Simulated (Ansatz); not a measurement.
Stepwise reaction of `C[O][Al]([OH])[O]C` with hydrogen fluoride, as a gas-phase model of exchange steps in deposition or etching. ΔE in kJ/mol.

Gas-phase electronic energies from Ansatz, PBE0-D4/def2-TZVP geometries. CBS: MP2 limit from def2 TZ/QZ plus the TZ coupled-cluster correction, frozen cores. This one scheme is used for every species. Functionals use def2-TZVPP. B3LYP here is the variant with VWN-RPA as its local correlation; programs differ in this. Each species was taken in one conformer, which may not be the lowest.

```csv
step,reaction,PBE-D4,B3LYP-D4,ωB97M-V,CCSD(T)/CBS
1,`C[O][Al]([OH])[O]C` + H–F → `C[O][Al]([OH])[F]` + CH₃OH,-56.1,-56.1,-58.1,-56.5
2,`C[O][Al]([OH])[F]` + H–F → `[OH][Al]([F])[F]` + CH₃OH,-47.4,-46.7,-48.5,-47.4
```

Problem. By hand: ΔE of the 2 steps together at CCSD(T)/CBS.

Solution. (-56.5) + (-47.4) = -103.9 kJ/mol, or -52.0 kJ/mol a step.

In ΔE each step is higher than the one before. All are downhill at CCSD(T)/CBS. PBE-D4 differs from CCSD(T)/CBS by 0.0 to 0.4 kJ/mol a step. Only this route is followed, and other bonds may react first. Isolated molecules leave out the surface, adducts and barriers. Largest T1 diagnostic: 0.013.
